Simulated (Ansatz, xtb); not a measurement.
# Two isomers of B4H7N3O

We compare X, `BN1BNB(O)NB1`, a singlet, with Y, `BB1NBNB(O)N1`, a singlet. Both are isolated molecules in the gas phase, relaxed with PBE-D3(BJ)/def2-SVP; the shapes shown needn't be the lowest conformers.

X (Å):

```xyz
15

B     1.4261   -0.6148    1.1010
B    -0.6155   -1.1916   -0.2533
B    -2.2594    0.6227   -0.8650
B    -0.2082    1.1912    0.4929
N     0.2133   -0.2088    0.4536
N    -1.8103   -0.7492   -0.8820
N    -1.4191    1.5684   -0.1591
O    -3.4346    0.9369   -1.5085
H     1.7655   -1.7827    1.0608
H     2.1018    0.2136    1.6830
H    -0.2832   -2.3590   -0.2978
H    -2.3904   -1.4302   -1.3752
H    -3.6707    1.8777   -1.4534
H    -1.6846    2.5535   -0.1126
H     0.4621    2.0224    1.0722
```

Y (Å):

```tsv
atom	x (Å)	y (Å)	z (Å)
B	-1.0275	1.7980	-2.0604
B	-0.3434	0.6683	-0.9875
B	0.7007	-1.6083	-0.5628
B	0.3903	-0.0027	1.3525
N	0.1200	-0.6310	-1.4368
N	0.8272	-1.2764	0.8252
N	-0.1853	0.9328	0.4180
O	0.4854	0.3760	2.6783
H	-0.3577	2.6205	-2.6675
H	-2.2270	1.8471	-2.2895
H	0.0353	-0.8766	-2.4229
H	1.0750	-2.6872	-0.9871
H	1.2413	-1.9747	1.4436
H	0.8825	-0.3065	3.2437
H	-0.4902	1.8271	0.8051
```

Question: Estimate E(Y) − E(X) at the level CCSD(T)/def2-SVP + ΔMP2/def2-TZVPP.

Answer: Calculated at CCSD(T)/def2-SVP + ΔMP2/def2-TZVPP: E(Y) − E(X) = +1.366 eV, so structure X lies lower.

How the difference moves with the method:

```tsv
level	geometry	E(Y) − E(X) (eV)	departure from the last row (eV)	job, with rough time for the two
GFN2-xTB	GFN2-xTB	+1.607	+0.241	optimisation, 1.4 s
HF/STO-3G	GFN2-xTB	+1.697	+0.331	single point, 1.8 s
r2SCAN-D4/def2-SVP	GFN2-xTB	+1.374	+0.007	single point, 9.6 s
PBE-D3(BJ)/def2-SVP	PBE-D3(BJ)/def2-SVP	+1.334	−0.032	optimisation, 61 s
HF/def2-SVP	PBE-D3(BJ)/def2-SVP	+1.440	+0.074	part of the CCSD(T) run
MP2/def2-SVP	PBE-D3(BJ)/def2-SVP	+1.505	+0.138	part of the CCSD(T) run
CCSD(T)/def2-SVP	PBE-D3(BJ)/def2-SVP	+1.439	+0.073	single point
CCSD(T)/def2-SVP + ΔMP2/def2-TZVPP	PBE-D3(BJ)/def2-SVP	+1.366		single point, 4.2 min
```

As drawn, Y has 1 B–B, 1 N–H in place of 1 B–N, 1 B–H.

None of the levels shown reverses the order. The largest departure from CCSD(T)/def2-SVP + ΔMP2/def2-TZVPP is that of HF/STO-3G, 0.331 eV. The last row adds to CCSD(T) the change of the MP2 difference between the two basis sets, here −0.073 eV.

With thermal terms from frequencies at re-optimised GFN2-xTB minima (ideal gas, soft modes damped towards free rotors, one conformer each, 298.15 K, 1 atm): on the last row, ΔE + ΔZPE = +1.354, ΔH = +1.372, ΔG = +1.329 eV.

The correlated steps freeze 8 core orbitals. Run with Ansatz 0.2.0, xtb 6.7.1; the last row on 2 threads of Intel(R) Xeon(R) Processor @ 2.50GHz (Skylake/Cascade Lake) on a shared host.
